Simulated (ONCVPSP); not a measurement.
# Sb (Z = 51) ONCV: all-electron and pseudo phase curves

| Quantity | Value |
| --- | --- |
| Element | Sb (Z = 51) |
| Generator | ONCVPSP 4.0.1 |
| Type | optimised norm-conserving Vanderbilt (ONCV) |
| Functional | Wu-Cohen |
| Relativity | scalar-relativistic |
| Frozen core | [Ar] 3d10 |
| Valence charge | 23 |
| Reference configuration | 4s2 4p6 4d10 5s1.5 5p3.5 |
| Partial waves | 4s+5s: rc 1.05 bohr, ncon 4, nbas 7, qcut 10.3 1/bohr, 3 projectors, debl 2.2 Ha; 4p+5p: rc 1.55 bohr, ncon 4, nbas 7, qcut 11.1 1/bohr, 2 projectors; 4d: rc 1.45 bohr, ncon 4, nbas 8, qcut 8.7 1/bohr, 1 projector |
| Local potential | polynomial inside 0.75 bohr (lpopt 5, dvloc0 2 Ha) |
| Core correction | none |

The phase is arctan(r·R′/R) of the radial function R(r), unwrapped; energies in Ha, scanned from -7 to 5 Ha. A pole is an energy at which the radial function vanishes at the test radius. The pseudo phase is shifted by a multiple of π to meet the all-electron one at the reference energy, and phase errors are pseudo minus all-electron; the curves can meet again beyond the range given. Levels narrower than the energy grid can be missing from the lists of poles.

```
channel  radius (bohr)  reference energy (Ha)  poles, all-electron  poles, pseudo  unbroken range about the reference energy with phases within 0.05 rad  phase error 1 Ha above the reference energy (rad)
      s           1.07                  -0.49                -2.95          -2.95                                                        the whole range                                             +0.000
      p           1.58                  -0.19                -3.50          -3.50                                                        the whole range                                             -0.000
      d           1.47                  -1.25                -0.37          -0.37                                                              below 2.4                                             +0.002
```

Phases in the s channel:

```
E (Ha)  all-electron  pseudo
 -6.96        -0.629  -0.629
 -6.32        -1.009  -1.009
 -5.68        -1.227  -1.227
 -5.04        -1.358  -1.358
 -4.40        -1.446  -1.446
 -3.76        -1.510  -1.510
 -3.12        -1.559  -1.559
 -2.48        -1.601  -1.601
 -1.84        -1.637  -1.637
 -1.20        -1.670  -1.670
 -0.56        -1.702  -1.702
  0.08        -1.734  -1.734
  0.72        -1.768  -1.768
  1.36        -1.805  -1.805
  2.00        -1.848  -1.848
  2.64        -1.899  -1.899
  3.28        -1.964  -1.964
  3.92        -2.048  -2.048
  4.56        -2.165  -2.164
```
